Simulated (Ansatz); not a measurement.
Cost and result up the ladder for Ga4O12H12, a hydroxylated oxide cluster (28 atoms). The state is a singlet with charge 0. Geometry: r2SCAN-D4/def2-SVP.

```xyz
28

Ga    1.3238   -0.1130    0.2533
Ga    0.9006    0.0006   -2.6323
Ga   -1.5854   -1.4074    1.2085
Ga   -0.7332    1.6706    1.5470
O    -0.7731    0.7570   -2.6074
O     1.9885    0.9257   -1.3494
O     1.5610   -0.2418   -4.2710
O     2.8806   -0.7391    0.9571
O    -1.4234    3.2328    2.0455
O    -0.5114    0.8441   -0.0808
O     1.1091    1.3728    1.7052
O     0.8192   -1.3083   -1.2936
O    -1.8421   -1.6772   -0.5743
O    -1.9372    0.3018    2.0621
O     0.2691   -1.2788    1.4742
O    -2.3706   -2.5479    2.3463
H    -1.1002    1.1401   -3.4293
H     2.0001    1.8904   -1.3160
H     2.3782   -0.7556   -4.2839
H     3.6176   -0.6495    0.3415
H    -0.7794    3.9520    2.0437
H    -0.8150    1.0515   -1.0067
H     1.5735    1.1081    2.5110
H    -0.0925   -1.6663   -1.1367
H    -1.9816   -0.8557   -1.0698
H    -2.3988    0.2583    2.9105
H     0.8042   -2.0349    1.7517
H    -2.8815   -3.2302    1.8937
```

Ansatz on 2 threads of AMD EPYC 7R13 on a shared host and a share (18 GiB) of an NVIDIA H100 80GB HBM3. Times are rough, and most runs start from the orbitals of an earlier one. ωB97M-V/def2-TZVP serves as the yardstick here, not as an exact answer. Differences are given only for rows in sets of like size (and for xTB, whose basis is part of the method), since another set adds its own error. Binding counts from free atoms at the same level (Ga doublet, O triplet, H doublet; other spins of the atoms weren't run), without zero-point energy or a counterpoise term.

The 6-31G sets use Cartesian d functions. LC-ωPBE has ω = 0.4 bohr⁻¹. B3LYP takes the VWN-RPA correlation. Correlated methods freeze 48 core orbitals; core or outer-core shells of Ga are correlated, in sets that lack core-valence functions. The rows differ in basis, and correlated rows in double-zeta sets carry the largest basis error. Single mean-field runs in def2-TZVP are fitted with def2-universal-jkfit.

Correlated methods converge slowly with the basis, most of all in double-zeta sets.

| level | functions | wall time | binding energy per atom (eV) | difference from ωB97M-V/def2-TZVP (eV) |
| --- | --- | --- | --- | --- |
| PBE-D4/def2-TZVP | 636 | 3.8 s | 3.92 | 0.06 |
| PBE-D4/def2-SVP | 356 | 4.1 s | 3.97 | – |
| MP2/def2-SVP | 356 | 4.8 s | 3.81 | – |
| PBE0-D4/def2-TZVP | 636 | 4.9 s | 3.81 | -0.06 |
| LC-ωPBE/def2-TZVP | 636 | 5.5 s | 3.85 | -0.02 |
| HF/6-31G | 248 | 5.5 s | 2.41 | – |
| r2SCAN-D4/def2-TZVP (with forces) | 636 | 6 s | 3.89 | 0.02 |
| BHLYP-D4/def2-TZVP (with forces) | 636 | 6.5 s | 3.65 | -0.21 |
| B3LYP-D4/6-31G | 248 | 6.5 s | 3.75 | – |
| PBE0-D4/def2-SVP | 356 | 6.5 s | 3.84 | – |
| ωB97M-V/def2-TZVP | 636 | 8 s | 3.87 | 0.00 |
